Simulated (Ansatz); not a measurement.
Reaction (ligand exchange at a B–F bond): `OB(O)F` + HCl → `OB(O)Cl` + H–F

Gas-phase electronic energies from Ansatz, PBE0-D4/def2-TZVP geometries. CCSD(T)/CBS adds triple-zeta CCSD(T) − MP2 to the extrapolated MP2 energy (def2 sets, frozen cores). This one scheme is used for every species. Functionals use def2-TZVPP. B3LYP here is the variant with VWN-RPA as its local correlation; programs differ in this. Each species was taken in one conformer, which may not be the lowest.

(1) Is it downhill or uphill in electronic energy at CCSD(T)/CBS, and by how much? (An estimate is asked.)

(2) What do these levels give: revPBE-D4, BLYP-D4, B97M-V, B3LYP-D4, r2SCAN0-D4, HF/def2-TZVPP? (Estimate.)

Largest T1 diagnostic among the species: 0.012.

Answers

(1) Computed: Uphill: ΔE = +0.56 eV.

(2) The calculation gave: revPBE-D4 0.48, BLYP-D4 0.59, B97M-V 0.64, B3LYP-D4 0.62, r2SCAN0-D4 0.61, HF/def2-TZVPP 0.79 eV.

At CCSD(T), def2-SVP lies +0.15 eV from the extrapolated value and def2-TZVPP +0.05 eV. The D4 term adds −0.05 eV with B3LYP and −0.02 eV with PBE0; it sums over pairs of atoms, weighted by their polarisabilities, and B3LYP, whose exchange is more repulsive, gets the larger term.
